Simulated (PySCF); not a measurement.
# Two-component Hartree-Fock for In³²⁺ (indium, charge +32)

Start: [Ne] 3s2 3p5; 3p1/2 filled at m_j = +1/2; 3p3/2 filled at m_j = -3/2, -1/2, +1/2, +3/2. Calculated with PySCF 2.14 in an even-tempered Gaussian basis (19 s from 5.5 bohr⁻², ratio 2.4; 14 p from 7.2 bohr⁻², ratio 2.4; 5 d from 29 bohr⁻², ratio 2.6; 4 f from 44 bohr⁻², ratio 2.6): generalised Hartree-Fock with the X2C-1e Hamiltonian and a Gaussian nucleus; one run each with spin-orbit coupling (SO) screened by Boettger's factors, then bare. This is a chosen level, not necessarily the ground level.

```csv
spinor shell,electrons,"ε, screened SO (eV)","ε, bare SO (eV)",weight of nominal j (bare SO),"rms radius, bare SO (bohr)"
1s1/2,2,-29763.1,-29763.0,1.000,0.0340
2s1/2,2,-5924.1,-5924.1,1.000,0.137
2p1/2,2,-5633.4,-5640.3,1.000,0.119
2p3/2,4,-5420.4,-5417.7,1.000,0.123
3s1/2,2,-2199.4,-2199.4,1.000,0.336
3p1/2,1,-2093.6,-2095.3,1.000,0.324
3p3/2,4,-2038.0,-2037.4,1.000,0.333
```

```tsv
quantity	screened SO	bare SO
E (hartree)	-5108.44602	-5108.50466
M_J	1/2	1/2
⟨J²⟩	0.751	0.751
⟨L²⟩	2.009	2.010
⟨S²⟩	0.757	0.758
```

Each row is a mean over spinors that exchange with the open shell spreads, by up to 11.091 eV (2p1/2).

Breit and QED terms are absent; they matter most for the inner s and p1/2 levels.

Densities and radii are taken from the X2C orbitals without a picture-change correction, which distorts them close to the nucleus.
